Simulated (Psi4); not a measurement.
Torsional profile of CH7NSi3, SMILES N#C[SiH2][SiH2][SiH3], singlet. Scanned: dihedral C2–Si3–Si4–Si5; all other coordinates were relaxed at GFN2-xTB. GFN2-xTB can order the conformers of Si and Ge chains otherwise than DFT does. Points at φ and −φ are mirror images. Heavy atoms are numbered in the order of the SMILES N#C[SiH2][SiH2][SiH3], hydrogens after them in the order of the atoms that carry them; the mirror image has the same energies with the sign of each dihedral reversed.

Methods: PBE/def2-TZVP // GFN2-xTB (Psi4); MP2/cc-pVTZ = DF-MP2 (frozen core)/cc-pVTZ // GFN2-xTB (Psi4 1.11).

Energies relative to the lowest point of each profile, in kJ/mol:

```csv
φ / °,PBE/def2-TZVP
-150,2.03
-120,4.04
-90,2.10
-60,0.13
-30,2.70
0,4.52
30,2.70
60,0.13
90,2.10
120,4.04
150,2.03
180,0.00
```

Q: Predict the corresponding MP2/cc-pVTZ column.

A: -150: 2.80; -120: 4.91; -90: 2.55; -60: 0.00; -30: 2.56; 0: 4.41; 30: 2.56; 60: 0.00; 90: 2.55; 120: 4.91; 150: 2.80; 180: 0.55 (kJ/mol).
